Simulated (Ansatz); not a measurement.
Gas-phase electronic energies from Ansatz, PBE0-D4/def2-TZVP geometries. CCSD(T)/CBS adds triple-zeta CCSD(T) − MP2 to the extrapolated MP2 energy (def2 sets, frozen cores). DFT in def2-TZVPP. B3LYP here is the variant with VWN-RPA as its local correlation; programs differ in this. For Ge outer-core shells are correlated without core-valence functions, which leaves a few kJ/mol of doubt a bond. Scalar relativity is left out up to krypton. Each species was taken in one conformer, which may not be the lowest.

Reaction (ligand exchange at the Si–O bond): `O[SiH2]O[Si](F)(Cl)Cl` + `C[NH][GeH3]` → `C[N]([GeH3])[SiH2]O` + `O[Si](F)(Cl)Cl`

| level | ΔE (kcal/mol) |
| --- | --- |
| PBE-D4 | 11.0 |
| B3LYP-D4 | 13.7 |
| ωB97M-V | 12.5 |
| PBE | 11.5 |
| PBE0 | 12.3 |
| B3LYP | 14.4 |
| HF/def2-QZVPP | 18.3 |
| CCSD/CBS(def2) | 13.5 |

(1) What does CCSD(T)/CBS give? (An estimate is asked.)

Largest T1 diagnostic among the species: 0.012.

Answers

(1) The calculation gave: +12.6 kcal/mol. The listed levels differ from it by -1.6, 1.1, -0.1, -1.1, -0.3, 1.8, 5.7, 0.9 kcal/mol.

The D4 term adds −0.8 kcal/mol with B3LYP and −0.3 kcal/mol with PBE0; it sums over pairs of atoms, weighted by their polarisabilities, and B3LYP, whose exchange is more repulsive, gets the larger term. From PBE to PBE0 (25 % exact exchange), in def2-TZVPP and without D4, ΔE moves by +0.8 kcal/mol. In def2-TZVPP, CCSD(T) changes the Hartree–Fock value by −5.5 kcal/mol (the triples alone add −0.9 kcal/mol) and MP2 by −6.1 kcal/mol.
